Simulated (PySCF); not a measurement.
Os(OH)3 (H3O3Os), SMILES [OH][Os]([OH])[OH] (connectivity only; charge and spin as stated), neutral, multiplicity 4. Atoms are numbered in the order given.

```xyz
7

Os    -0.0324    -0.0765    -0.0037
O     -1.1814    -1.5705    -0.1589
H     -1.9144    -1.6597     0.4855
O     -0.2034     1.6638    -0.7312
H      0.5796     2.2223    -0.5195
O      1.6227     0.5513     0.7348
H      1.8934     0.0944     1.5554
```
Charge 0, spin multiplicity 4.

Geometry: PBE-D3(BJ)/def2-SVP. The multiplicity is an assumed one; other spin states were not compared. The def2 effective core potentials stand for the cores of Os; spin–orbit coupling is left out. The values are those of a single conformer.

The numbers are results of PBE-D3(BJ)/def2-SVP run with PySCF 2.14.0, not measurements.

Frequencies are harmonic and unscaled.

### Question
Give all harmonic wavenumbers and intensities. (Estimate from the structure and the level; the computed values follow.)

### Answer

```
mode  ν (cm⁻¹)  IR (km/mol)  moving atoms (share of kinetic energy)
----  --------  -----------  --------------------------------------
1          119          8.4                 O 72 %, H 17 %, Os 11 %
2          152         56.4                          H 64 %, O 29 %
3          196         10.4                 O 61 %, H 26 %, Os 13 %
4          253          7.3                          O 75 %, H 20 %
5          386         89.6                          H 90 %, O 10 %
6          446         87.6                          H 89 %, O 11 %
7          627        111.3                          H 80 %, O 18 %
8          636        100.6                          O 80 %, H 13 %
9          671        125.6                         O 82 %, Os 14 %
10         682          7.4                                  O 95 %
11         775         93.5                          H 89 %, O 10 %
12         834        122.1                          H 89 %, O 10 %
13        3576         69.9                                  H 94 %
14        3645        104.0                                  H 94 %
15        3700        117.2                                  H 94 %
```
